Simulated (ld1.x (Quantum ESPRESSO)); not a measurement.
## What one change does to a pseudopotential (hafnium, TM semilocal)

```
Element                 : hafnium
Generator               : ld1.x (Quantum ESPRESSO) 7.5
Type                    : norm-conserving Troullier–Martins (semilocal form)
Functional              : revPBE
Relativity              : scalar-relativistic
Frozen core             : [Kr] 4d10 4f14
Valence charge          : 12
Reference configuration : 5s2 5p6 5d2 6s0 6p0 (charge +2)
Partial waves           : 5s (bound): rc 1.05 bohr; 5p (bound): rc 1.55 bohr; 5d (bound): rc 1.65 bohr
Local potential         : the d channel
Core correction         : none
```

All-electron outer shells of the reference configuration (revPBE, scalar-relativistic, ld1.x):

```csv
shell,level (eV),outermost node (bohr),outermost maximum (bohr)
5s,-82.01,0.55,1.01
5p,-50.56,0.60,1.16
4f,-31.82,–,0.45
6s,-17.33,1.36,2.68
5d,-16.58,0.67,1.63
6p,-11.94,1.62,3.40
```

Change: wave 5d (bound): rc 1.65 bohr becomes 5d (bound): rc 1.18 bohr.

Cutoffs: the cutoffs (Ry, on a coarse ladder) from which the occupation-weighted sum of valence levels, in a spherical-Bessel basis at the reference potential, stays within 10 and 1 mRy of its value at 400 Ry; they do not see the model core or the augmentation charge, which bear on the density cutoff. Errors are all-electron minus pseudo energies relative to the spin-unpolarised reference configuration.

**Question.** What does the change do?

**Answer.** The potential gets neither clearly harder nor softer (100 Ry and 180 Ry → 100 Ry and 180 Ry); the s channel sets the loose cutoff, while the largest relative change is in d, which becomes harder; the errors of the 7 common tests hardly move; neither file shows a bound ghost. A semilocal file is local in each channel, so a ghost entry of none says nothing of the separable form that plane-wave codes build from it.

| quantity | base | changed |
| --- | --- | --- |
| cutoff, loose | 100 Ry | 100 Ry |
| cutoff, tight | 180 Ry | 180 Ry |
| loose cutoff by channel (10 mRy a level) | s 90 Ry, p 40 Ry, d 21 Ry | s 90 Ry, p 40 Ry, d 80 Ry |
| bound ghosts | none | none |
| error for 5s2 5p6 5d2 6s2 6p0, meV [ΔE -21.93 eV] | +176 | +177 |
| error for 5s2 5p6 5d2 6s1 6p0, meV [ΔE -14.03 eV] | +96 | +96 |
| error for 5s2 5p6 5d1 6s0 6p0, meV [ΔE 21.68 eV] | -11 | -9.8 |
| error for 5s2 5p6 5d2.5 6s1.5 6p0, meV [ΔE -20.68 eV] | +130 | +130 |
| error for 5s2 5p6 5d2 6s1.5 6p0, meV [ΔE -18.71 eV] | +139 | +139 |
| error for 5s2 5p6 5d2 6s0 6p1, meV [ΔE -9.39 eV] | +62 | +62 |
| error for 5s2 5p6 5d2 6s1 6p1, meV [ΔE -18.13 eV] | +134 | +135 |
